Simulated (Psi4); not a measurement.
thioethanol (C2H6S), singlet, geometry from GFN2-xTB; B3LYP/STO-3G in Psi4.

Psi4 was given this input:
```
memory 2 GB

molecule mol {
0 1
  C     1.520616    0.691102   -0.005370
  C     0.011604    0.831165    0.003177
  S    -0.761806   -0.837889    0.000775
  H    -2.020391   -0.404145    0.009138
  H    -0.330410    1.349655    0.898847
  H    -0.339868    1.356605   -0.884748
  H     1.984528    1.675249   -0.003995
  H     1.855539    0.144186    0.873179
  H     1.846181    0.151063   -0.891656
}

set basis sto-3g
set reference rks

energy('b3lyp')
print_variables()
```

The log (banner, timings and long lists left out):

```
   => Loading Basis Set <=

    Name: STO-3G
    Role: ORBITAL
    Keyword: BASIS

         ---------------------------------------------------------
                                   SCF
               by Justin Turney, Rob Parrish, Andy Simmonett
                          and Daniel G. A. Smith
                              RKS Reference
         ---------------------------------------------------------

  ==> Geometry <==

    Molecular point group: c1
    Full point group: C1

    Geometry (in Angstrom), charge = 0, multiplicity = 1:

       Center              X                  Y                   Z               Mass
    ------------   -----------------  -----------------  -----------------  -----------------
         C            1.568195856724     0.759077861548    -0.005357638330    12.000000000000
         C            0.059183856724     0.899140861548     0.003189361670    12.000000000000
         S           -0.714226143276    -0.769913138452     0.000787361670    31.972071174400
         H           -1.972811143276    -0.336169138452     0.009150361670     1.007825032230
         H           -0.282830143276     1.417630861548     0.898859361670     1.007825032230
         H           -0.292288143276     1.424580861548    -0.884735638330     1.007825032230
         H            2.032107856724     1.743224861548    -0.003982638330     1.007825032230
         H            1.903118856724     0.212161861548     0.873191361670     1.007825032230
         H            1.893760856724     0.219038861548    -0.891643638330     1.007825032230

  Running in c1 symmetry.

  Rotational constants: A =      0.96718  B =      0.18087  C =      0.16165 [cm^-1]
  Rotational constants: A =  28995.27194  B =   5422.33901  C =   4846.01952 [MHz]
  Nuclear repulsion =  107.456703108607925

  Charge       = 0
  Multiplicity = 1
  Electrons    = 34
  Nalpha       = 17
  Nbeta        = 17

  ==> Algorithm <==

  SCF Algorithm Type is DF.
  DIIS enabled.
  MOM disabled.
  Fractional occupation disabled.
  Guess Type is SAD.
  Energy threshold   = 1.00e-06
  Density threshold  = 1.00e-06
  Integral threshold = 1.00e-12

  ==> Primary Basis <==

  Basis Set: STO-3G
    Blend: STO-3G
    Number of shells: 17
    Number of basis functions: 25
    Number of Cartesian functions: 25
    Spherical Harmonics?: true
    Max angular momentum: 1

  ==> DFT Potential <==

   => LibXC <=

    Version 7.1.2
    S. Lehtola, C. Steigemann, M. J. T. Oliveira, and M. A. L. Marques,  SoftwareX 7, 1–5 (2018) (10.1016/j.softx.2017.11.002)

   => Composite Functional: B3LYP <=

    B3LYP Hyb-GGA Exchange-Correlation Functional

    P. J. Stephens, F. J. Devlin, C. F. Chabalowski, and M. J. Frisch,  J. Phys. Chem. 98, 11623 (1994) (10.1021/j100096a001)

    Deriv               =              1
    GGA                 =           TRUE
    Meta                =          FALSE

    Exchange Hybrid     =           TRUE
    MP2 Hybrid          =          FALSE

   => Exchange Functionals <=

    0.0800   Slater exchange
    0.7200         Becke 88

   => Exact (HF) Exchange <=

    0.2000               HF

   => Correlation Functionals <=

    0.1900   Vosko, Wilk & Nusair (VWN5_RPA)
    0.8100   Lee, Yang & Parr

   => LibXC Density Thresholds  <==

    XC_HYB_GGA_XC_B3LYP:  1.00E-15

   => Molecular Quadrature <=

    Radial Scheme          =       TREUTLER
    Pruning Scheme         =           NONE
    Nuclear Scheme         =       TREUTLER

    Blocking Scheme        =         OCTREE
    BS radius alpha        =              1
    Pruning alpha          =              1
    Radial Points          =             75
    Spherical Points       =            302
    Total Points           =         191539
    Total Blocks           =           1475
    Max Points             =            256
    Max Functions          =             24
    Weights Tolerance      =       1.00E-15

   => Loading Basis Set <=

    Name: (STO-3G AUX)
    Role: JKFIT
    Keyword: DF_BASIS_SCF

  ==> Integral Setup <==

  SCF_SUBTYPE=INCORE selected. In-core MEM_DF algorithm will be used.
  Using in-core AOs.

  ==> MemDFJK: Density-Fitted J/K Matrices <==

    J tasked:                   Yes
    K tasked:                   Yes
    wK tasked:                   No
    Algorithm:                 Core
    Schwarz Cutoff:           1E-12
    Mask sparsity (%):       1.9200
    Fitting Condition:        1E-10

   => Auxiliary Basis Set <=

  Basis Set: (STO-3G AUX)
    Blend: DEF2-UNIVERSAL-JKFIT
    Number of shells: 124
    Number of basis functions: 386
    Number of Cartesian functions: 453
    Spherical Harmonics?: true
    Max angular momentum: 4

  Minimum eigenvalue in the overlap matrix is 2.0966889530E-01.
  Reciprocal condition number of the overlap matrix is 8.6101684365E-02.
    Using symmetric orthogonalization.

  ==> Pre-Iterations <==

  SCF Guess: Superposition of Atomic Densities via on-the-fly atomic UHF (no occupation information).

   -------------------------
    Irrep   Nso     Nmo
   -------------------------
     A         25      25
   -------------------------
    Total      25      25
   -------------------------

  ==> Iterations <==

                           Total Energy        Delta E     RMS |[F,P]|

   @DF-RKS iter SAD:  -470.99294514107771   -4.70993e+02   0.00000e+00
   @DF-RKS iter   1:  -472.64488223923126   -1.65194e+00   4.22990e-03 ADIIS/DIIS
   @DF-RKS iter   2:  -472.64606800523802   -1.18577e-03   4.16960e-03 ADIIS/DIIS
   @DF-RKS iter   3:  -472.65343082292253   -7.36282e-03   3.30514e-04 ADIIS/DIIS
   @DF-RKS iter   4:  -472.65347546323869   -4.46403e-05   9.34682e-05 DIIS
   @DF-RKS iter   5:  -472.65347942994583   -3.96671e-06   9.98542e-06 DIIS
   @DF-RKS iter   6:  -472.65347946920883   -3.92630e-08   3.43246e-06 DIIS
   @DF-RKS iter   7:  -472.65347947442052   -5.21169e-09   2.13557e-07 DIIS
  Energy and wave function converged.

  ==> Post-Iterations <==

   Electrons on quadrature grid:
      Ntotal   =   33.9999682637 ; deviation = -3.174e-05

    Orbital Energies [Eh]
    ---------------------

    Doubly Occupied:

       1A    -87.691923     2A    -10.014761     3A    -10.010725
       4A     -7.586136     5A     -5.538274     6A     -5.531628
       7A     -5.515598     8A     -0.748994     9A     -0.646545
      10A     -0.551675    11A     -0.424260    12A     -0.407541
      13A     -0.345237    14A     -0.326162    15A     -0.303398
      16A     -0.226642    17A     -0.111356

    Virtual:

      18A      0.235332    19A      0.296287    20A      0.404387
      21A      0.437316    22A      0.444412    23A      0.489871
      24A      0.510534    25A      0.521017

    Final Occupation by Irrep:
              A
    DOCC [    17 ]
    NA   [    17 ]
    NB   [    17 ]

  @DF-RKS Final Energy:  -472.65347947442052

   => Energetics <=

    Nuclear Repulsion Energy =            107.4567031086079254
    One-Electron Energy =                -865.8817950444363305
    Two-Electron Energy =                 317.1483272972874943
    DFT Exchange-Correlation Energy =     -31.3767148358796497
    Empirical Dispersion Energy =           0.0000000000000000
    VV10 Nonlocal Energy =                  0.0000000000000000
    Total Energy =                       -472.6534794744205215

Computation Completed

Properties will be evaluated at   0.000000,   0.000000,   0.000000 [a0]

Properties computed using the SCF density matrix

 Multipole Moments:

 ------------------------------------------------------------------------------------
     Multipole            Electronic (a.u.)      Nuclear  (a.u.)        Total (a.u.)
 ------------------------------------------------------------------------------------

 L = 1.  Multiply by 2.5417464519 to convert [e a0] to [Debye]
 Dipole X            :         -3.1460015            3.0570442           -0.0889573
 Dipole Y            :         -3.9940635            4.3674789            0.3734153
 Dipole Z            :          0.0011191            0.0008075            0.0019265
 Magnitude           :                                                    0.3838699

 ------------------------------------------------------------------------------------

  Variable Map:
  ----------------------------------------------------------------------------
  "CURRENT ENERGY"              =>    -472.653479474421
  "CURRENT REFERENCE ENERGY"    =>    -472.653479474421
  "DD SOLVATION ENERGY"         =>       0.000000000000
  "DFT FUNCTIONAL TOTAL ENERGY" =>    -472.653479474421
  "DFT TOTAL ENERGY"            =>    -472.653479474421
  "DFT VV10 ENERGY"             =>       0.000000000000
  "DFT XC ENERGY"               =>     -31.376714835880
  "GRID ELECTRONS ALPHA"        =>      16.999984131844
  "GRID ELECTRONS BETA"         =>      16.999984131844
  "GRID ELECTRONS TOTAL"        =>      33.999968263688
  "NUCLEAR REPULSION ENERGY"    =>     107.456703108608
  "ONE-ELECTRON ENERGY"         =>    -865.881795044436
  "PCM POLARIZATION ENERGY"     =>       0.000000000000
  "PE ENERGY"                   =>       0.000000000000
  "SCF ITERATION ENERGY"        =>    -472.653479474421
  "SCF ITERATIONS"              =>       7.000000000000
  "SCF TOTAL ENERGY"            =>    -472.653479474421
  "TWO-ELECTRON ENERGY"         =>     317.148327297287
  "XC GRID RADIAL POINTS"       =>      75.000000000000
  "XC GRID SPHERICAL POINTS"    =>     302.000000000000
  "XC GRID TOTAL POINTS"        =>  191539.000000000000

  Array Variable Map:
  ----------------------------------------------------------------------------
  "CURRENT DIPOLE"              =>      -0.088957308350 ... 0.001926545230 1 by 3
  "SCF DIPOLE"                  =>      -0.088957308350 ... 0.001926545230 1 by 3
  "SCF TOTAL ENERGIES"          =>    -470.992945141078 ... -472.653479474421 1 by 8
```
